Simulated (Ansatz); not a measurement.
**A geometry optimisation of C2H9OSi+ with PBE-D3(BJ)/def2-SVP**

The starting geometry of this gas-phase singlet was optimised with GFN2-xTB; its bonds are those of `CC[SiH2][OH2+]`.

```yaml
atoms:
  - { symbol: C, position_ang: [0.3592, 2.0927, -0.9147] }
  - { symbol: C, position_ang: [1.0984, 0.7494, -1.0289] }
  - { symbol: O, position_ang: [-1.4090, -0.7975, -0.5244] }
  - { symbol: Si, position_ang: [0.4381, -0.6114, 0.1027] }
  - { symbol: H, position_ang: [0.8403, 2.8255, -1.5558] }
  - { symbol: H, position_ang: [0.3813, 2.4753, 0.1018] }
  - { symbol: H, position_ang: [-0.6762, 2.0045, -1.2315] }
  - { symbol: H, position_ang: [1.0695, 0.4191, -2.0722] }
  - { symbol: H, position_ang: [2.1536, 0.9182, -0.8012] }
  - { symbol: H, position_ang: [0.0863, -0.2688, 1.4727] }
  - { symbol: H, position_ang: [0.7815, -1.9942, -0.1857] }
  - { symbol: H, position_ang: [-1.7472, -1.6005, -0.9443] }
  - { symbol: H, position_ang: [-2.1339, -0.2439, -0.2020] }
```

Q: Where would you expect an optimisation with PBE-D3(BJ)/def2-SVP to take it?

A: It keeps its bonds, and is `CC[SiH2][OH2+]`.

The energy falls by 0.14 eV over 7 steps:

```csv
step,E − E(last) (eV)
1,0.140
2,0.020
3,0.002
4,0.000
5,0.000
6,0.000
7,0.000
```

Final geometry (Å):

| atom | x (Å) | y (Å) | z (Å) |
| --- | --- | --- | --- |
| C | 0.3618 | 2.1150 | -0.9248 |
| C | 1.0771 | 0.7574 | -1.0360 |
| O | -1.4190 | -0.7995 | -0.5291 |
| Si | 0.3857 | -0.5888 | 0.0355 |
| H | 0.8750 | 2.8700 | -1.5510 |
| H | 0.3559 | 2.4996 | 0.1149 |
| H | -0.6868 | 2.0611 | -1.2814 |
| H | 1.1127 | 0.3856 | -2.0834 |
| H | 2.1448 | 0.8415 | -0.7214 |
| H | 0.1366 | -0.2573 | 1.4694 |
| H | 0.8198 | -1.9940 | -0.2148 |
| H | -1.7578 | -1.6378 | -0.9124 |
| H | -2.1638 | -0.2844 | -0.1491 |

No frequencies were run, so the end isn't proven a minimum. Run with Ansatz 0.2.0, 7.8 s on 2 threads of Arm Neoverse V2, on a shared host.
